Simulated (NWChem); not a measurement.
Program: NWChem. System: CNO, charge 0, spin multiplicity 2, displaced from the optimised geometry. The structure started from a generated list of species. Its SCF solution wasn't tested for a lower state. Level: UPBE0/def2-SVP.

The NWChem input:

```
start mol
memory heap 200 mb stack 900 mb global 1100 mb
geometry units angstroms nocenter noautoz noautosym
  O      0.000000     0.000000     1.173591
  C      0.000000     0.000000    -0.042633
  N      0.000000     0.000000    -1.304704
end
basis spherical
  * library def2-svp
end
dft
  xc pbe0
  odft
  mult 2
  semidirect memsize 60000000 filesize 0
  iterations 100
end
task dft gradient
```

Part of the output:

```
             Northwest Computational Chemistry Package (NWChem) 7.3.0
             --------------------------------------------------------

                                NWChem Input Module
                                -------------------

 Scaling coordinates for geometry "geometry" by  1.889725989
 (inverse scale =  0.529177249)

                             Geometry "geometry" -> ""
                             -------------------------

 Output coordinates in angstroms (scale by  1.889725989 to convert to a.u.)

  No.       Tag          Charge          X              Y              Z
 ---- ---------------- ---------- -------------- -------------- --------------
    1 O                    8.0000     0.00000000     0.00000000     1.17359100
    2 C                    6.0000     0.00000000     0.00000000    -0.04263300
    3 N                    7.0000     0.00000000     0.00000000    -1.30470400

 Effective nuclear repulsion energy (a.u.)      50.4524092760

            Nuclear Dipole moment (a.u.)
            ----------------------------
        X                 Y               Z
 ---------------- ---------------- ----------------
     0.0000000000     0.0000000000     0.0000037795


 Summary of "ao basis" -> "" (spherical)
 ------------------------------------------------------------------------------
       Tag                 Description            Shells   Functions and Types
 ---------------- ------------------------------  ------  ---------------------
 *                          def2-svp                  on all atoms

                                 NWChem DFT Module
                                 -----------------

 Summary of "ao basis" -> "ao basis" (spherical)
 ------------------------------------------------------------------------------
       Tag                 Description            Shells   Functions and Types
 ---------------- ------------------------------  ------  ---------------------
 O                          def2-svp                 6       14   3s2p1d
 C                          def2-svp                 6       14   3s2p1d
 N                          def2-svp                 6       14   3s2p1d

 Summary of "ao basis" -> "ao basis" (spherical)
 ------------------------------------------------------------------------------
       Tag                 Description            Shells   Functions and Types
 ---------------- ------------------------------  ------  ---------------------
 O                          def2-svp                 6       14   3s2p1d
 C                          def2-svp                 6       14   3s2p1d
 N                          def2-svp                 6       14   3s2p1d

            General Information
            -------------------
          SCF calculation type: DFT
          Wavefunction type:  spin polarized.
          No. of atoms     :     3
          No. of electrons :    21
           Alpha electrons :    11
            Beta electrons :    10
          Charge           :     0
          Spin multiplicity:     2
          Use of symmetry is: off; symmetry adaption is: off
          Maximum number of iterations: 100
          AO basis - number of functions:    42
                     number of shells:    18
          Convergence on energy requested:  1.00D-06
          Convergence on density requested:  1.00D-05
          Convergence on gradient requested:  5.00D-04

              XC Information
              --------------
                         PBE0 Method XC Functional
[...]
    22     -0.107912  2 C  py                19     -0.102354  2 C  py
    36      0.100042  3 N  py                33     -0.080896  3 N  py

   alpha - beta orbital overlaps
   -----------------------------

   alpha      1      2      3      4      5      6      7      8      9     10
    beta      1      2      3      4      5      6      8      7      9     11
 overlap   1.000  1.000  1.000  1.000  0.999  0.999  0.991  1.000  0.999  0.991

   alpha     11     12     13     14     15     16     17     18     19     20
    beta     10     13     12     14     15     16     17     18     19     20
 overlap   1.000  0.983  0.999  1.000  0.999  0.999  0.999  1.000  0.999  1.000

   alpha     21     22     23     24     25     26     27     28     29     30
    beta     22     21     23     25     24     26     28     27     29     30
 overlap   0.997  1.000  1.000  0.999  1.000  1.000  1.000  1.000  1.000  0.994

   alpha     31     32     33     34     35     36     37     38     39     40
    beta     31     33     32     35     34     36     37     38     39     41
 overlap   0.994  0.998  1.000  1.000  1.000  0.981  1.000  0.982  1.000  1.000

   alpha     41     42
    beta     40     42
 overlap   1.000  1.000

     --------------------------
     Expectation value of S2:
     --------------------------
      <S2> =      0.7694 (Exact =     0.7500)

 center of mass
 --------------
 x =   0.00000000 y =   0.00000000 z =  -0.00044883

 moments of inertia (a.u.)
 ------------------
         163.871186892913           0.000000000000           0.000000000000
           0.000000000000         163.871186892913           0.000000000000
           0.000000000000           0.000000000000           0.000000000000

     Multipole analysis of the density
     ---------------------------------

     L   x y z        total         alpha         beta         nuclear
     -   - - -        -----         -----         ----         -------
     0   0 0 0     -0.000000    -11.000000    -10.000000     21.000000

     1   1 0 0     -0.000000      0.000000     -0.000000      0.000000
     1   0 1 0      0.000000      0.000000      0.000000      0.000000
     1   0 0 1      0.248853      0.616640     -0.367791      0.000004

     2   2 0 0    -10.867885     -6.050244     -4.817641      0.000000
     2   1 1 0     -0.176190     -0.003517     -0.172673      0.000000
     2   1 0 1     -0.000000     -0.000000      0.000000      0.000000
     2   0 2 0    -11.756990     -6.067994     -5.688996      0.000000
     2   0 1 1     -0.000000     -0.000000     -0.000000      0.000000
     2   0 0 2    -15.009073    -51.637851    -45.310007     81.938784

            General Information
            -------------------
          SCF calculation type: DFT
          Wavefunction type:  spin polarized.
          No. of atoms     :     3
          No. of electrons :    21
           Alpha electrons :    11
            Beta electrons :    10
          Charge           :     0
          Spin multiplicity:     2
          Use of symmetry is: off; symmetry adaption is: off
          Maximum number of iterations: 100
          AO basis - number of functions:    42
                     number of shells:    18
          Convergence on energy requested:  1.00D-06
          Convergence on density requested:  1.00D-05
          Convergence on gradient requested:  5.00D-04

              XC Information
              --------------
                         PBE0 Method XC Functional
                     Hartree-Fock (Exact) Exchange  0.250
          PerdewBurkeErnzerhof Exchange Functional  0.750
            Perdew 1991 LDA Correlation Functional  1.000 local
           PerdewBurkeErnz. Correlation Functional  1.000 non-local

             Grid Information
             ----------------
          Grid used for XC integration:  medium
          Radial quadrature: Mura-Knowles
          Angular quadrature: Lebedev.
          Tag              B.-S. Rad. Rad. Pts. Rad. Cut. Ang. Pts.
          ---              ---------- --------- --------- ---------
          O                   0.60       49           7.0       434
          C                   0.70       49           6.0       434
          N                   0.65       49           7.0       434
          Grid pruning is: on
          Number of quadrature shells:   147
          Spatial weights used:  Erf1

          Convergence Information
          -----------------------
          Convergence aids based upon iterative change in
          total energy or number of iterations.
          Levelshifting, if invoked, occurs when the
          HOMO/LUMO gap drops below (HL_TOL):  1.00D-02
          DIIS, if invoked, will attempt to extrapolate
          using up to (NFOCK): 10 stored Fock matrices.

                    Damping( 0%)  Levelshifting(0.5)       DIIS
                  --------------- ------------------- ---------------
          dE  on:    start            ASAP                start
          dE off:    2 iters        100 iters           100 iters

      Screening Tolerance Information
      -------------------------------
          Density screening/tol_rho:  1.00D-10
          AO Gaussian exp screening on grid/accAOfunc:  14
          CD Gaussian exp screening on grid/accCDfunc:  20
          XC Gaussian exp screening on grid/accXCfunc:  20
          Schwarz screening/accCoul:  1.00D-08

                            NWChem DFT Gradient Module
                            --------------------------

  charge          =   0.00
  wavefunction    = open shell

                         DFT ENERGY GRADIENTS

    atom               coordinates                        gradient
                 x          y          z           x          y          z
   1 O       0.000000   0.000000   2.217765   -0.000000   0.000000   0.073000
   2 C       0.000000   0.000000  -0.080565    0.000000  -0.000000  -0.014001
   3 N       0.000000   0.000000  -2.465533    0.000000   0.000000  -0.058998

                 ----------------------------------------
                 |  Time  |  1-e(secs)   |  2-e(secs)   |
                 ----------------------------------------
                 |  CPU   |       0.00   |       0.38   |
                 ----------------------------------------
                 |  WALL  |       0.00   |       0.38   |
                 ----------------------------------------

 Task  times  cpu:        1.3s     wall:        1.3s

 Total times  cpu:        1.3s     wall:        1.3s
```
